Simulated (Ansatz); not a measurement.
Basis sets compared for ZnF2. Total charge 0; singlet. Geometry PBE-D4/def2-TZVP. Ansatz on 4 threads of Arm Neoverse V2 on a shared host; times are rough, and most runs start from earlier orbitals.

```xyz
3

Zn   -0.001    0.000   -0.001
F    -0.832    0.827    1.291
F     0.833   -0.827   -1.291
```

The 6-31G sets use Cartesian d functions.

Binding counts from free atoms (Zn singlet, F doublet) in the same basis, without a counterpoise term.

```
                            level  functions  energy (Eh)  HOMO (eV)  LUMO (eV)  binding per atom (eV)  wall time
                        HF/STO-3G         28   -1953.3392      -5.15       6.36                   1.71      0.1 s
                         HF/6-31G         47   -1976.3987     -15.17       1.10                   1.76     0.15 s
                  PBE-D4/def2-SVP         59   -1978.2460      -7.63      -2.50                   2.83      0.3 s
                 PBE-D4/def2-TZVP        110   -1978.7777      -8.58      -3.04                   2.81     0.45 s
r2SCAN-D4/def2-TZVP (with forces)        110   -1979.1350      -8.98      -2.73                   2.77      1.3 s
                 PBE0-D4/def2-SVP         59   -1978.2707      -9.76      -1.62                   2.65      0.4 s
                PBE0-D4/def2-TZVP        110   -1978.7893     -10.55      -2.04                   2.66      0.8 s
```

Task: Estimate the rows for PBE-D4/def2-TZVPD, r2SCAN-D4/def2-TZVPD, PBE0-D4/def2-TZVPD.

Result: 
```
               level  functions  energy (Eh)  HOMO (eV)  LUMO (eV)  binding per atom (eV)  wall time
   PBE-D4/def2-TZVPD        131   -1978.7822      -8.65      -3.09                   2.82      0.6 s
r2SCAN-D4/def2-TZVPD        131   -1979.1389      -9.01      -2.74                   2.79      1.5 s
  PBE0-D4/def2-TZVPD        131   -1978.7934     -10.59      -2.09                   2.68     0.85 s
```
